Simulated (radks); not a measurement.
Values are calculated unless marked as measured or tabulated.
Excited configurations of Nd2+: one electron is placed in a higher orbital outside [Xe] 4f3. The ground configuration is [Xe] 4f4. Code: a radial shooting solver on a logarithmic mesh with Libxc functionals. Model: scalar-relativistic Kohn-Sham, BLYP, spin-unpolarised, spherical densities, point nucleus. Excitation = E - E(ground); binding = E(ion) - E, where the ion is the core of charge +3; n* = 3/sqrt(2 binding) in atomic units, and the quantum defect is n - n*.

| outer orbital | excitation (eV) | binding (eV) | n* | quantum defect | eigenvalue (eV) |
|---|---|---|---|---|---|
| 5d | 2.842 | 19.445 | 2.509 | 2.491 | -14.989 |
| 5f | 14.366 | 7.922 | 3.932 | 1.068 | -6.118 |
| 6s | 3.774 | 18.513 | 2.572 | 3.428 | -15.417 |
| 6p | 7.930 | 14.357 | 2.920 | 3.080 | -11.833 |
| 6d | 13.004 | 9.284 | 3.632 | 2.368 | -7.667 |
| 7s | 12.629 | 9.658 | 3.561 | 3.439 | -8.231 |
| 7d | 16.385 | 5.902 | 4.555 | 2.445 | -4.931 |

The Delta-SCF ionisation energy is 22.287 eV (NIST Atomic Spectra Database: 22.09 eV, semi-empirical). Self-interaction in the functional shifts the binding energies and quantum defects, so they are the method's values and not measured ones. Spin polarisation and multiplet splitting are left out, so open shells lie too high by an amount that depends on their filling. Spin-orbit splitting is averaged out at the scalar-relativistic level.

Beside tabulated values, note that spin-unpolarised runs miss the spin-polarisation part of the exchange energy of open shells.
